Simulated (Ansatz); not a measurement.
`C[Si](N)(N)S`. Charge 0, multiplicity 1.

```
atom    x (Å)    y (Å)    z (Å)
  C1   1.0489   1.1526  -0.1774
 Si2  -0.1305  -0.2744   0.0510
  N3  -1.6594   0.4202   0.3877
  N4  -0.4005  -1.3427  -1.2521
  S5   0.7267  -1.6105   1.5157
  H6   1.1442   1.7481   0.7351
  H7   0.6949   1.8108  -0.9753
  H8   2.0431   0.7901  -0.4462
  H9  -2.4365  -0.1823   0.6100
 H10  -1.7092   1.2774   0.9142
 H11   0.2602  -2.0593  -1.4980
 H12  -0.9965  -1.0795  -2.0187
 H13   1.4146  -0.6504   2.1538
```

Problem. List the harmonic frequencies (cm⁻¹, unscaled) at PBE0-D4/def2-TZVP in Ansatz. (Estimate.)

Solution. The calculation gave: 146, 163, 184, 207, 243, 263, 274, 285, 332, 394, 456, 484, 668, 717, 755, 779, 822, 849, 897, 941, 1274, 1449, 1450, 1569, 1583, 2719, 3047, 3127, 3142, 3599, 3620, 3693, 3723.

Problem. Is this a minimum?

Solution. Yes, all 33 modes are real.

Problem. Give the ideal-gas thermochemistry at 298.15 K and 1 bar (rigid rotor, harmonic oscillator; point group C1, symmetry number 1).

Solution. Zero-point energy 262.3 kJ/mol; H(298) − E = 288.3 kJ/mol; entropy 372.1 J/(mol·K), of which translation 167.3, rotation 114.5, vibration 90.4; G(298) − E = 177.4 kJ/mol.
